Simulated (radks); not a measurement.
All-electron atom: neutral indium in [Kr] 4d10 5s2 5p1. Calculated with a radial shooting solver on a logarithmic mesh with Libxc functionals: scalar-relativistic Kohn-Sham, Wu-Cohen GGA, spin-polarised, spherical densities, point nucleus; open shells are filled with parallel spins first (spin-orbit coupling, left out, can overturn this in heavy ions).

Local quantities along the radius. ELF = 1/(1 + alpha^2) is the electron localisation function; alpha = (tau - tau_W)/tau_unif compares the Pauli kinetic energy density with that of the uniform gas (summed over spins). tau is taken from the large components.

```
   r/bohr * ELF (the largest magnitude, 0.999, reaches the edge; | marks zero)
 0.001028 |                                                      *
 0.001197 |                                                      *
 0.001382 |                                                      *
 0.001609 |                                                      *
 0.001873 |                                                      *
  0.00218 |                                                      *
 0.002518 |                                                      *
 0.002932 |                                                      *
 0.003413 |                                                      *
 0.003941 |                                                      *
 0.004588 |                                                      *
 0.005342 |                                                      *
 0.006219 |                                                      *
 0.007182 |                                                      *
 0.008361 |                                                      *
 0.009733 |                                                      *
  0.01124 |                                                      *
  0.01309 |                                                     *
  0.01523 |                                                     *
  0.01774 |                                                    *
  0.02048 |                                                  *
  0.02384 |                                              *
  0.02776 |                                      *
  0.03206 |                            *
  0.03732 |                    *
  0.04345 |                *
  0.05058 |                  *
  0.05841 |                        *
    0.068 |                                *
  0.07917 |                                      *
  0.09143 |                                         *
   0.1064 |                                       *
   0.1239 |                                *
   0.1442 |                      *
   0.1666 |                *
   0.1939 |                   *
   0.2258 |                            *
   0.2607 |                                     *
   0.3035 |                                         *
   0.3534 |                                        *
   0.4114 |                               *
   0.4751 |               *
   0.5531 |         *
   0.6439 |                  *
   0.7436 |                                  *
   0.8657 |                                         *
    1.008 |                                        *
    1.173 |                                   *
    1.355 |                           *
    1.577 |                   *
    1.836 |              *
    2.121 |              *
    2.469 |                  *
    2.874 |                         *
    3.346 |                             *
    3.864 |                             *
    4.499 |                       *
    5.237 |              *
    6.048 |       *
    7.041 |   *
    8.197 |*
    9.543 *
    11.02 *
    12.83 *
```

On this mesh the ELF has minima near r = 0.043, 0.17, 0.55, 2.1 bohr, which separate the shells, and maxima near 0.091 (0.76), 0.30 (0.77), 0.87 (0.76), 3.3 (0.55).
